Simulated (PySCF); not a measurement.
A run that did not reach its result, on `[C@H]1(OC[C@H]1F)OCC` (driver script around PySCF, density fitting, GFN2-xTB geometry as the base; each input is a line of settings and coordinates in Å).

Command:
```bash
OMP_NUM_THREADS=1 python probes_run.py task.json out
```
Input:
```
{"job": {"kind": "nmr", "xc": "CAM-B3LYP", "basis": "cc-pCVDZ", "pop": false, "scf": {"aux": "cc-pvdz-ri", "max_cycle": 92}}, "charge": 0, "multiplicity": 2}
C     -2.582327     0.101361     0.211936
C     -1.540000    -0.615109    -0.639345
O     -0.330695    -0.896531     0.065216
C      0.506082     0.180792     0.231273
O      1.098242     0.666259    -0.982090
C      2.424794     0.416117    -0.512741
C      1.884103    -0.224323     0.765987
F      2.265058     0.375571     1.930936
H     -3.519617     0.149070    -0.335124
H     -2.741383    -0.440977     1.140386
H     -2.269637     1.115382     0.447350
H     -1.908436    -1.598966    -0.937303
H     -1.303237    -0.031613    -1.535690
H      0.034787     1.007505     0.784689
H      2.970803     1.346380    -0.337599
H      2.983807    -0.237991    -1.183248
H      2.020658    -1.300895     0.875458
```

Output:
```
KeyError: 'Element h (Z=1) not found in basis cc-pCVDZ version 0'
```

Question: What went wrong, and what mends it?

Answer: The basis cc-pCVDZ in the Basis Set Exchange has no functions for hydrogen, so the input was refused before any integral. Choose a basis that covers all elements. The run gave no result.

The values belong to the conformer `[CH3:1][CH2:2][O:3][C@@H:4]1[O:5][CH2:6][C@H:7]1[F:8]`: C1–C2–O3–C4 -77°, C2–O3–C4–O5 -68°.
